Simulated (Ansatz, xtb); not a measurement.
# Two isomers of CH8SiSn

We compare I, `[SiH3][CH2][SnH3]`, a singlet, with II, `[CH3][SnH2][SiH3]`, a singlet. Both are isolated molecules in the gas phase, relaxed with B3LYP-D3(BJ)/def2-SVP.

I (Å):

```xyz
11

C    -2.1912    0.1587    0.3943
Si   -0.9056    0.3864    1.7475
Sn   -2.6422   -1.9155   -0.0986
H     0.3856   -0.2464    1.3445
H    -1.3672   -0.2601    3.0120
H    -0.6517    1.8327    2.0262
H    -1.8542    0.6449   -0.5357
H    -3.1411    0.6338    0.6888
H    -1.2123   -2.7028   -0.6410
H    -3.8291   -1.9611   -1.3441
H    -3.2445   -2.7215    1.2964
```

II (Å):

```xyz
11

C    -0.7829    0.3896    2.0319
Si   -2.5789   -2.2010   -0.3100
Sn   -2.2916    0.2488    0.4714
H     0.1820    0.0260    1.6510
H    -1.0824   -0.2208    2.8957
H    -0.6738    1.4362    2.3502
H    -1.8199    1.2458   -0.8558
H    -3.7866    0.8586    1.0805
H    -1.2850   -2.7271   -0.8393
H    -3.6089   -2.3057   -1.3856
H    -3.0006   -3.0608    0.8362
```

Problem. Estimate which is lower in electronic energy at CCSD(T)/def2-SVP + ΔMP2/def2-TZVPP, and by roughly how much.

Solution. The CCSD(T)/def2-SVP + ΔMP2/def2-TZVPP calculation puts structure II lower, by 5.7 kcal/mol.

Level by level:

```
                             level               geometry  E(II) − E(I) (kcal/mol)  departure from the last row (kcal/mol)  job, with rough time for the two
                          GFN2-xTB               GFN2-xTB                     −11.2                                    −5.5              optimisation, 0.15 s
                         HF/STO-3G               GFN2-xTB                     −10.0                                    −4.3              single point, 0.76 s
                r2SCAN-D4/def2-SVP               GFN2-xTB                      −7.2                                    −1.4               single point, 3.4 s
             B3LYP-D3(BJ)/def2-SVP  B3LYP-D3(BJ)/def2-SVP                      −6.7                                    −0.9                optimisation, 36 s
                       HF/def2-SVP  B3LYP-D3(BJ)/def2-SVP                      −5.3                                    +0.4           part of the CCSD(T) run
                      MP2/def2-SVP  B3LYP-D3(BJ)/def2-SVP                      −4.7                                    +1.0           part of the CCSD(T) run
                  CCSD(T)/def2-SVP  B3LYP-D3(BJ)/def2-SVP                      −5.5                                    +0.2                      single point
CCSD(T)/def2-SVP + ΔMP2/def2-TZVPP  B3LYP-D3(BJ)/def2-SVP                      −5.7                                                        single point, 24 s
```

As drawn, II has 1 Si–Sn, 1 C–H in place of 1 C–Si, 1 Sn–H.

None of the levels shown reverses the order. The largest departure from CCSD(T)/def2-SVP + ΔMP2/def2-TZVPP is that of GFN2-xTB, 5.5 kcal/mol. The last row adds to CCSD(T) the change of the MP2 difference between the two basis sets, here −0.2 kcal/mol.

With harmonic frequencies from B3LYP-D3(BJ)/def2-SVP (ideal gas, rigid rotor, one conformer each, 400 K, 1 atm): on the last row, ΔE + ΔZPE = −4.2 kcal/mol. A mode under 50 cm⁻¹ makes harmonic enthalpies and free energies unreliable, so none is given.

The correlated steps freeze 10 core orbitals; the filled d shell of Sn is correlated, in a basis made for valence electrons. Atoms past krypton carry core potentials in the def2 sets, other sets are all-electron and non-relativistic, and no spin–orbit term is included. Programs: Ansatz 0.2.0, xtb 6.7.1; the last row on 2 threads of Arm Neoverse V1 on a shared host.
